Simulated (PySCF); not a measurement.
C₅H₁₃Si₂ (doublet state).
Structure used (GFN2-xTB), in Å, numbered top down from 1:
```
atom  x, y, z in Å
C1    -2.071   -1.742   -0.236
C2    -1.736   -0.467   -0.306
C3    -1.167    0.326    0.836
C4     0.180    0.863    0.470
Si5    0.334    2.288   -0.703
C6     1.364    0.124    0.924
Si7    1.843   -1.309   -0.278
H8    -1.977   -2.305    0.680
H9    -2.460   -2.279   -1.084
H10   -1.837    0.082   -1.233
H11   -1.111   -0.306    1.727
H12   -1.847    1.160    1.041
H13   -0.894    3.086   -0.623
H14    0.525    1.893   -2.112
H15    1.496    3.096   -0.317
H16    1.207   -0.321    1.910
H17    2.230    0.786    0.980
H18    2.026   -0.750   -1.616
H19    3.097   -1.891    0.208
H20    0.794   -2.325   -0.271
```

The hyperfine couplings belong to this conformer and change with its torsions.

The species is `C=CC[C]([SiH3])C[SiH3]` [radical].

Method: PySCF 2.14.0, UKS B3LYP, pcH-1 on C H Si, non-relativistic, mean-field spin-orbit, GIAO. Geometry: GFN2-xTB, one conformer, isolated molecule. The geometry wasn't refined by DFT: couplings that depend on bond lengths, twists or pyramidal angles can differ widely from those at the functional's own minimum. Stability of the SCF solution: not tested.

**Question.** Match the computed a_iso(29Si) values -117.6, +44.8 MHz with the sites Si5; Si7.

**Answer.** 
| site | a_iso (MHz) | ρ(0) (bohr⁻³) | position | distance from C4 (Å) | spin population | largest \|T\| (MHz) |
| --- | --- | --- | --- | --- | --- | --- |
| Si5 | +44.8 | -0.0505 | 1 bond from C4 | 1.85 | -0.03 | 3.0 |
| Si7 | -117.6 | +0.1324 | 2 bonds from C4 | 2.84 | +0.07 | 22.2 |

ρ(0) is the spin density at the nucleus and T the dipolar tensor; a_iso includes a spin–orbit part; entries for several nuclei are means. Largest spin populations (Mulliken): C4 (+0.91), Si7 (+0.07), C3 (-0.07) and C6 (-0.06). C4 is the only atom above +0.15. The positive populations add up to 1.17 and the negative ones to -0.17, together 2S = 1. The angles at C4 add up to 359.5°, so it is planar.

Examples of negative spin density at the nucleus (bohr⁻³): Si5 (-0.0505), C6 (-0.0238) and C3 (-0.0224).

Nuclei that the bonding pattern makes equivalent are averaged, as if the motion that swaps them (rotation, inversion, ring flip) were fast. The three 1H nuclei of mean +35.8 MHz run from 8.1 to 73.1 MHz in the frozen geometry. The three 1H nuclei of mean +5.0 MHz run from -3.7 to 20.2 MHz in the frozen geometry. The 1H value of +31.5 MHz is a mean of couplings from 10.1 to 52.9 MHz in this one geometry, not an average over conformers. The 1H value of +43.5 MHz is a mean of couplings from 40.9 to 46.1 MHz in this one geometry, not an average over conformers.
